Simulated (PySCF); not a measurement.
Isomers of C5H6O2, one conformer each. Computed, not measured: core-valence-separated Tamm–Dancoff BHandHLYP/aug-pcX-1 (pcseg-1 on H) in PySCF, non-relativistic, gas phase, PBE0-D3(BJ)/def2-SVP geometry. Absolute energies from this functional tend to lie a few eV below measured edges; no shift was applied.

P. `COC1=COC=C1`
Q. `C[C@H]1C=CC(=O)O1`
R. `C=C(C(=O)O)C=C`

Main lines, eV (oscillator strength):
1. C K: 282.3 (0.065), 282.6 (0.049), 285.2 (0.077), 285.7 (0.019), 286.4 (0.028); O K: 529.2 (0.042), 532.5 (0.013), 534.8 (0.022), 535.0 (0.014)
2. C K: 283.7 (0.051), 284.4 (0.064), 284.9 (0.054), 285.4 (0.071), 286.0 (0.015); O K: 533.0 (0.031), 534.2 (0.015), 534.6 (0.011), 534.6 (0.005), 535.6 (0.009)
3. C K: 281.8 (0.061), 282.1 (0.059), 282.7 (0.035), 282.9 (0.059), 285.0 (0.076); O K: 529.1 (0.042), 532.6 (0.013), 533.3 (0.024), 535.1 (0.008)
Listed: the first five lines at most of each edge with a tenth or more of its strongest line's intensity; roots within 0.03 eV on the same or equivalent atoms are summed. Only the lowest roots were sought, and the top ones are left out.

Question: Which spectrum belongs to which isomer?

Answer: 1 = Q, 2 = P, 3 = R.
- P: first C line listed at 283.7 eV, hole on the aromatic CH carbon (1s→π*); first O line listed at 533.0 eV, hole on the furan-type oxygen.
- Q: first C line listed at 282.3 eV, hole on the alkene CH carbon (1s→π*); first O line listed at 529.2 eV, hole on the ester carbonyl oxygen (1s→π*).
- R: first C line listed at 281.8 eV, hole on the terminal =CH2 carbon (1s→π*); first O line listed at 529.1 eV, hole on the acid carbonyl oxygen (1s→π*).

Question: What are the ground-state energies of the isomers at BHandHLYP/aug-pcX-1 (pcseg-1 on H), relative to the lowest?

Answer: P 136.8, Q 0.0, R 52.1 kJ/mol (electronic energies on these geometries, no dispersion or zero-point terms).
